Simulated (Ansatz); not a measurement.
A geometry relaxed with B3LYP-D3(BJ)/def2-TZVP in Ansatz (a first-principles code), charge 0, multiplicity 1:

```xyz
9

H     -2.3788     0.0866    -0.1846
H     -1.2414    -1.2123    -0.6628
H      3.2373    -0.8801    -0.1476
C      1.2078     0.0989    -0.3881
H     -1.1440    -0.4839     0.9796
C      2.2871    -0.4183    -0.2696
S     -0.2552     0.9876    -0.6987
C     -1.3703    -0.3078    -0.0698
O     -0.3425     2.1293     0.2377
```

Task: Write the SMILES of this molecule.

Result: `C#C[S@@](C)=O`
